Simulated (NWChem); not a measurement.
System: C$_{2}$H$_{8}$GeO; SMILES [GeH3][O]CC

Input file for NWChem:

```
start job
memory heap 200 mb stack 900 mb global 1100 mb
geometry units angstroms noautoz
  Ge     0.012335     1.193727     0.001348
  O      0.528738    -0.534814    -0.024292
  C     -0.477600    -1.538391    -0.007416
  C      0.191965    -2.903077     0.014484
  H     -0.855322     1.494199    -1.256474
  H     -0.815660     1.463995     1.292230
  H      1.337610     1.987515    -0.011107
  H     -1.141885    -1.427508     0.886602
  H     -1.141220    -1.455801    -0.904861
  H      0.831554    -3.005331     0.913814
  H     -0.564180    -3.713985     0.024815
  H      0.834938    -3.031846    -0.879025
end
basis spherical
  * library 3-21g
end
dft
  xc pbe0
  iterations 150
  vectors input atomic output neutral.movecs
end
task dft energy
charge 1
dft
  odft
  mult 2
  vectors input atomic output cation.movecs
end
task dft energy
```

Structure relaxed at the PBE-D3(BJ)/def2-SVP level.

Ions are spin-unrestricted doublets at the neutral geometry; other ion states weren't tried.

### Question
What results follow from this input? (PBE0/3-21G, vertical spin-unrestricted ions.) Quantities: basis functions; vertical ionisation energy, ΔSCF (eV); −ε(HOMO) (eV).

### Answer
```yaml
number_of_basis_functions: 65
vertical ionisation energy, ΔSCF (eV): 9.39
"−ε(HOMO) (eV)": 7.09
```
